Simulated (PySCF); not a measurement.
BH2, SMILES [BH2] (connectivity only; charge and spin as stated), charge +1, multiplicity 1.

Geometry: B3LYP-D3(BJ)/def2-TZVPD. The multiplicity is an assumed one; other spin states were not compared. The isomer is the one that the SMILES or the coordinates give; other isomers of the formula were not compared.

Lowest vertical singlet excitation by several levels in PySCF, with rough processor times relative to the cheapest run on one machine. Each run also gave further roots (ADC and EOM-CCSD ionised and attached states too); roots are paired by order and the bases differ. EOM-CCSD serves as a yardstick, not as the true value; all levels that ended soundly for this molecule are listed, with differences from unrounded values.

```
level                     relative cost
------------------------  -------------
ADC(2)/aug-cc-pVDZ                    1
EOM-CCSD/aug-cc-pVDZ                  5
TDA-CAM-B3LYP/def2-TZVPD              5
TDDFT-LC-ωPBE/def2-TZVPD              5
```

Computed S1 at each level and its distance from EOM-CCSD:
```csv
level,S1 (eV),S1 minus EOM-CCSD (eV)
ADC(2)/aug-cc-pVDZ,7.71,0.23
EOM-CCSD/aug-cc-pVDZ,7.48,0.00
TDA-CAM-B3LYP/def2-TZVPD,7.27,-0.21
TDDFT-LC-ωPBE/def2-TZVPD,7.31,-0.17
```

### Question
Which is the cheapest level here that lands within 0.3 eV of EOM-CCSD?

### Answer
ADC(2)/aug-cc-pVDZ, at about 21 % of the cost of EOM-CCSD.
